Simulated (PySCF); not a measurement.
ClFZn. Atoms are numbered in the order given.

```xyz
3

Zn     0.0000     0.0000    -0.3480
F      0.0000     0.0000    -2.0819
Cl     0.0000     0.0000     1.7163
```

The structure is a stationary point at r2SCAN-D4/def2-TZVP.

Level of theory: PySCF with PBE0/pcSseg-2.

GIAO shieldings, no solvent; atoms alike by connectivity are averaged. δ = σ(ref) − σ: ¹⁹F against CFCl3 (σ = 165.8 ppm); ³⁵Cl against HCl (σ = 943.3 ppm), references at their B3LYP-D3(BJ)/def2-TZVP geometries, non-relativistic (without spin–orbit terms, shifts of atoms bonded to Cl or Br come out too high).

```csv
nucleus,atoms,count,δ (ppm)
¹⁹F,F2,1,-248.2
³⁵Cl,Cl3,1,-138.5
```
